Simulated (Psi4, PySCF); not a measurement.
Input for PySCF:
```python
from pyscf import gto, scf, dft

mol = gto.M(
    atom='''
Si    0.015213   -0.006105    1.152508
Si   -0.015213    0.006105   -1.152508
H     0.043456    1.344929    1.720635
H    -1.160314   -0.668120    1.725860
H     1.184723   -0.704045    1.694715
H    -0.014161   -1.345061   -1.721022
H    -1.199486    0.678738   -1.694654
H     1.145782    0.693558   -1.725534
''',
    basis='6-311g**',
    charge=0,
    spin=0,
    verbose=3,
)

mf = dft.RKS(mol)
mf.xc = 'camb3lyp'
mf.grids.atom_grid = (99, 590)
mf.grids.prune = None
mf.kernel()
```

Q: Give the equivalent Psi4 input.

A: One answer among several that fit: 
```
memory 2 GB

molecule mol {
0 1
Si    0.015213   -0.006105    1.152508
Si   -0.015213    0.006105   -1.152508
H     0.043456    1.344929    1.720635
H    -1.160314   -0.668120    1.725860
H     1.184723   -0.704045    1.694715
H    -0.014161   -1.345061   -1.721022
H    -1.199486    0.678738   -1.694654
H     1.145782    0.693558   -1.725534
}

set {
  basis 6-311g**
  reference rks
  scf_type pk
  puream true
  d_convergence 1e-8
  dft_radial_points 99
  dft_spherical_points 590
}

energy('cam-b3lyp')
print_variables()
```

Both were run: PySCF gave -582.591261 Eh and Psi4 -582.591261 Eh, 0.000 mEh apart.
